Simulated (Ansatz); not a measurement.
Species: VF2, net charge 0, quartet state. The spin state was set by rule; other spins were not relaxed. SMILES: [F][V][F]
Geometry: optimised at B3LYP-D3(BJ)/def2-TZVP (Ansatz, a first-principles code).

Wanted: vertical ionisation energy (to the triplet state of charge +1; each state is the SCF solution reached for its spin; for the triplet the Hartree-Fock reference is unstable and T1 is 0.033), in eV. Valence correlation only, unless marked. Open shells are spin-unrestricted. No spin-orbit coupling. Frozen are the shells of the preceding noble gas and the d and f shells that filled before the atom's block. No relativistic terms. 

| level | program | vertical ionisation energy (eV) |
|---|---|---|
| PBE/def2-TZVPD | Ansatz | 8.87 |
| r2SCAN/def2-TZVPD | Ansatz | 9.14 |
| B3LYP/def2-TZVPD | Ansatz | 9.26 |
| PBE0/def2-TZVPD | Ansatz | 9.21 |
| BHLYP/def2-TZVPD | Ansatz | 9.49 |
| wB97M-V/def2-TZVPD | Ansatz | 9.16 |
| wB97X-V/def2-TZVPD | Ansatz | 9.12 |
| CCSD(T)/def2-SVPD | Ansatz | 9.08 |
| CCSD(T)/def2-TZVPPD | Ansatz | 9.05 |
